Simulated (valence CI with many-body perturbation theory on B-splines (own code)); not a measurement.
**E1 line list for Ce VIII**

Method: configuration interaction combined with many-body perturbation theory (CI+MBPT): five valence electrons over a frozen Dirac-Fock core [Kr] 4d10, radial functions for each j: 7 s, 7 p, 7 d, 7 f, 4 g, 2 h, with the one-electron correlation potential Σ1 (screened to all orders), the two-electron term Σ2, the three-electron term Σ3, Breit, model QED; selected single and double excitations, second order for the rest (own B-spline code, finite nucleus).

No measured levels were compared; by estimate levels hold to about 250 cm⁻¹ or 0.2 % of their energy and the worst to 1 %, as in measured heavy ions of charge 2 to 7; those with d or f electrons hold less well. Among the levels kept, up to 2500 cm⁻¹ of a level comes from second order outside the variational space, and about a tenth of that is noise between levels of different J, which matters for small intervals.

Lines 101 to 150 of 523 in falling wavelength, among levels below 37.918 eV, chosen from the strongest by gf and those to the six lowest levels. Wavelengths and rates use the calculated energies, so an error of 200 cm⁻¹ moves a line at 60.58 nm by 0.12 % and its rate by three times that or more. Electric multipoles are in the length gauge, E1 and E2 with the static RPA response of the core. Weak lines are less certain than strong ones. Lines between different terms over intervals too small for the method are left out, as are lines whose strength nearly cancels. Where a level lies close to another of its J and parity, the split of strength between their lines is uncertain. The highest levels of a list are the least certain.

Names give the largest LS component (configuration and term), which can be under half, so a name can repeat, a term be missing and a line seem to break the LS rules; names also repeat where a configuration has a term twice. Letters in brackets count levels of one name in rising energy.

```tsv
λ vac (nm)	Upper	Lower	A (s⁻¹)	log gf	Branch %
60.58	5s5p⁴ ²D_3/2	5s²5p³ ²D°_5/2	8.16e+07	-1.75	3.0
60.52	4f5s5p³ ⁴D_3/2 [b]	4f5s²5p² ²D°_5/2 [b]	2.73e+08	-1.22	2.5
60.51	4f5s5p³ ²F_5/2 [a]	4f5s²5p² ²F°_7/2 [a]	1.66e+08	-1.26	2.5
60.44	4f5s5p³ ²P_1/2 [b]	4f5s²5p² ²D°_3/2 [a]	8.50e+08	-1.03	5.8
60.42	5s²5p²5d ²D_5/2 [b]	4f5s²5p² ²F°_7/2 [b]	2.92e+08	-1.02	4.4
60.21	4f5s5p³ ⁴G_7/2 [a]	4f5s²5p² ⁴D°_7/2 [a]	9.23e+08	-0.40	60.5
60.09	4f5s5p³ ⁴D_1/2	4f5s²5p² ⁴F°_3/2	6.37e+08	-1.16	16.0
60.07	4f5s5p³ ²H_9/2 [b]	4f5s²5p² ⁴G°_7/2	2.75e+08	-0.83	20.9
59.97	4f5s5p³ ⁴F_7/2 [c]	4f5s²5p² ²D°_5/2 [a]	2.11e+08	-1.04	19.5
59.95	4f5s5p³ ⁴F_7/2 [f]	4f5s²5p² ²F°_7/2 [b]	3.11e+08	-0.87	2.6
59.79	4f5s5p³ ⁴G_5/2 [a]	4f5s²5p² ⁴G°_5/2	7.99e+08	-0.59	64.0
59.65	4f²5s5p² ⁶G_3/2	4f5s²5p² ²D°_5/2 [b]	2.58e+08	-1.26	4.0
59.63	4f5s5p³ ⁴F_5/2 [b]	4f5s²5p² ²D°_3/2 [a]	3.05e+08	-1.01	3.0
59.57	4f5s5p³ ²G_9/2 [c]	4f5s²5p² ²H°_9/2	5.87e+08	-0.51	12.0
59.43	5s²5p²5d ²D_3/2 [a]	4f5s²5p² ²F°_5/2 [b]	6.07e+08	-0.89	2.5
59.39	4f5s5p³ ²G_9/2 [d]	4f5s²5p² ²F°_7/2 [b]	3.63e+08	-0.72	5.1
59.38	4f5s5p³ ⁴G_9/2 [b]	4f5s²5p² ²G°_9/2 [b]	3.04e+08	-0.79	10.7
59.35	4f5s5p³ ²F_7/2 [c]	4f5s²5p² ²F°_7/2 [b]	1.63e+08	-1.16	1.4
59.26	4f5s5p³ ⁴G_9/2 [b]	4f5s²5p² ²G°_7/2	1.24e+08	-1.18	4.4
59.26	4f5s5p³ ⁴D_3/2 [a]	4f5s²5p² ²F°_5/2 [b]	3.25e+08	-1.16	1.9
59.24	4f5s5p³ ²H_11/2 [c]	4f5s²5p² ²H°_11/2	1.82e+09	0.06	70.4
58.78	4f5s5p³ ⁴G_7/2 [a]	4f5s²5p² ⁴G°_5/2	1.96e+08	-1.09	12.8
58.68	4f5s5p³ ²D_5/2 [c]	4f5s²5p² ⁴F°_7/2	1.77e+08	-1.26	0.8
58.62	4f5s5p³ ⁴G_5/2 [b]	4f5s²5p² ²D°_3/2 [a]	4.81e+08	-0.83	4.2
58.61	4f5s5p³ ²D_3/2 [b]	4f5s²5p² ⁴D°_5/2	6.38e+08	-0.88	5.8
58.58	5s²5p²5d ⁴F_7/2 [a]	4f5s²5p² ⁴G°_5/2	7.13e+07	-1.53	9.9
58.58	5s²5p²5d ²F_5/2	4f5s²5p² ⁴G°_5/2	2.62e+08	-1.09	15.7
58.52	5s²5p²5d ⁴F_3/2	5s²5p³ ²P°_1/2	1.73e+08	-1.45	10.4
58.48	4f5s5p³ ²F_7/2 [a]	4f5s²5p² ⁴D°_5/2	1.50e+08	-1.21	6.7
58.42	4f5s5p³ ⁴F_9/2 [c]	4f5s²5p² ²H°_11/2	1.31e+08	-1.17	0.9
58.37	5s²5p²5d ⁴F_7/2 [b]	4f5s²5p² ⁴D°_7/2 [a]	4.29e+08	-0.76	35.1
58.22	4f5s5p³ ⁴H_9/2	4f5s²5p² ⁴D°_7/2 [a]	1.37e+09	-0.16	83.2
58.21	4f5s5p³ ²H_11/2 [b]	4f5s²5p² ²G°_9/2 [b]	6.12e+08	-0.43	22.8
58.07	5s5p⁴ ²D_5/2	5s²5p³ ²D°_5/2	1.48e+09	-0.35	75.7
58.07	4f5s5p³ ²F_5/2 [a]	4f5s²5p² ⁴F°_3/2	1.94e+08	-1.23	2.9
58.06	5s²5p²5d ²F_7/2 [a]	4f5s²5p² ⁴D°_7/2 [a]	1.57e+08	-1.20	19.6
57.94	5s5p⁴ ²D_3/2	5s²5p³ ²D°_3/2	2.14e+09	-0.37	78.5
57.53	4f5s5p³ ²H_11/2 [c]	4f5s²5p² ⁴F°_9/2	4.79e+08	-0.54	18.6
57.52	4f5s5p³ ⁴H_7/2	4f5s²5p² ⁴G°_5/2	1.53e+09	-0.22	78.1
57.49	4f5s5p³ ²G_9/2 [c]	4f5s²5p² ⁴F°_9/2	2.04e+08	-1.00	4.2
57.46	4f5s5p³ ²F_7/2 [a]	4f5s²5p² ⁴D°_7/2 [b]	2.00e+08	-1.10	8.9
57.34	5s²5p²5d ⁴D_3/2	4f5s²5p² ⁴G°_5/2	6.02e+07	-1.93	1.2
57.34	5s²5p²5d ⁴D_1/2	5s²5p³ ²P°_3/2	1.34e+08	-1.88	9.1
57.32	5s5p⁴ ⁴P_3/2	5s²5p³ ⁴S°_3/2	1.60e+09	-0.50	89.7
57.29	4f5s5p³ ⁴G_9/2 [b]	4f5s²5p² ²F°_7/2 [a]	5.77e+08	-0.55	20.4
57.22	4f5s5p³ ⁴F_5/2 [c]	4f5s²5p² ²F°_5/2 [c]	1.02e+09	-0.52	4.2
57.20	5s²5p²5d ²F_7/2 [c]	4f5s²5p² ⁴F°_9/2	2.35e+08	-1.04	1.2
57.19	4f5s5p³ ²G_9/2 [c]	4f5s²5p² ⁴F°_7/2	3.66e+08	-0.75	7.5
57.17	4f5s5p³ ⁴F_3/2 [e]	4f5s²5p² ²F°_5/2 [a]	4.21e+08	-1.08	3.8
57.17	4f5s5p³ ⁴F_7/2 [e]	4f5s²5p² ²F°_5/2 [c]	1.64e+08	-1.19	0.8
```
